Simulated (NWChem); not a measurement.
# HfN$_{2}$H$_{6}$; SMILES [NH2][HfH2][NH2]

```xyz
9

Hf     0.0000     0.0000    -0.2121
N      1.7007     0.0000     0.8942
H      2.1448    -0.8224     1.3015
H      2.1448     0.8224     1.3015
N     -1.7007     0.0000     0.8942
H     -2.1448    -0.8224     1.3015
H     -2.1448     0.8224     1.3015
H      0.0000    -1.5667    -1.2264
H      0.0000     1.5667    -1.2264
```
Atoms are numbered in this order, from 1.

Coordinates come from a PBE0/def2-SVP optimisation. No frequency run checked for a minimum. def2 effective core potentials on Hf; no spin-orbit coupling.

Symmetry labels are those of C2v in the frame above (b1 and b2, or b-type labels, depend on it).

Question: List the 4 lowest vertical singlet excitations from PBE/def2-SVPD with def2 effective core potentials on Hf, TDA (NWChem).

Answer: 
| state | energy (eV) | oscillator strength | symmetry | leading excitation (squared amplitude) |
|---|---|---|---|---|
| S1 | 3.89 | 0.004 | b2 | HOMO → LUMO (1.00) |
| S2 | 4.16 | 0.017 | b1 | HOMO → LUMO+1 (0.94) |
| S3 | 4.44 | 0.015 | b1 | HOMO−1 → LUMO (0.95) |
| S4 | 4.51 | 0.000 | a2 | HOMO−2 → LUMO (0.98) |
